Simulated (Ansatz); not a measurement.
Start from `SC1=CC1` and change one atom or group to get `[CH3][GeH2][C]1=CC1`.

Ansatz, PBE0-D4/def2-TZVP geometries, multiplicity 1. Each molecule was computed in one conformer, which needn't be the lowest.

Scalar relativity is left out up to krypton.

| property | `SC1=CC1` |
| --- | --- |
| LUMO energy (PBE/def2-TZVPP) / eV | -0.78 |
| size of the dipole moment (B3LYP/def2-TZVPP) / D | 0.52 |
| LUMO energy (ωB97M-V/def2-TZVPP) / eV | 2.21 |
| HOMO energy (ωB97M-V/def2-TZVPP) / eV | -8.54 |
| HOMO energy (B3LYP/def2-TZVPP) / eV | -6.23 |
| HOMO energy (PBE0/def2-TZVPP) / eV | -6.44 |

**Question.** What does the change do to each property? (Estimate.)

**Answer.** The calculation gave: 
```
                                        property  `[CH3][GeH2][C]1=CC1`  shift
               LUMO energy (PBE/def2-TZVPP) / eV                  -1.31  -0.53
size of the dipole moment (B3LYP/def2-TZVPP) / D                   1.00   0.48
           LUMO energy (ωB97M-V/def2-TZVPP) / eV                   1.65  -0.56
           HOMO energy (ωB97M-V/def2-TZVPP) / eV                  -9.29  -0.75
             HOMO energy (B3LYP/def2-TZVPP) / eV                  -6.86  -0.63
              HOMO energy (PBE0/def2-TZVPP) / eV                  -7.07  -0.63
```

With PBE0 the HOMO falls by 0.63 eV and the LUMO falls by 0.55 eV, so the gap widens by about 0.08 eV. PBE moves the HOMO by -0.59 eV and ωB97M-V by -0.75 eV. Dipoles are sizes alone; their direction can turn.

B3LYP here is the variant with VWN-RPA as its local correlation; programs differ in this.
